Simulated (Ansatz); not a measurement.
SiF4⁻. Charge -1, multiplicity 2. Geometry PBE-D4/def2-SVP, that of the neutral singlet; atoms count from 1.

```
atom   x (Å)   y (Å)   z (Å)
 Si1   0.000   0.000   0.000
  F2   0.872   0.988  -0.912
  F3  -0.259  -1.369  -0.792
  F4  -1.404   0.691   0.346
  F5   0.791  -0.310   1.359
```

The highest occupied level of the charge -1 doublet lies above zero (up to 1.89 eV). By energy differences it is unbound by 0.61 eV (vertical, to the charge 0 singlet, at PBE0-D4/def2-TZVPD) and held by the finite basis.

Question: Estimate the Mulliken populations from the PBE0/def2-TZVPD orbitals of Ansatz.

Answer: 
```json
{"atom": "Si1", "charge (e)": "-1.67", "spin (α − β)": "2.73"}
{"atom": "F2", "charge (e)": "0.17", "spin (α − β)": "-0.43"}
{"atom": "F3", "charge (e)": "0.17", "spin (α − β)": "-0.43"}
{"atom": "F4", "charge (e)": "0.17", "spin (α − β)": "-0.43"}
{"atom": "F5", "charge (e)": "0.17", "spin (α − β)": "-0.43"}
```
Mulliken values and Mayer orders depend strongly on the basis. With diffuse functions, as here, like atoms can get unlike values, and bond orders can come out too low or too high.

Question: Where does the spin sit?

Answer: Summed by element: Si 2.73, F -1.73, of 1 unpaired in all. Largest on single atoms: Si1 2.73, F3 -0.43, F2 -0.43.
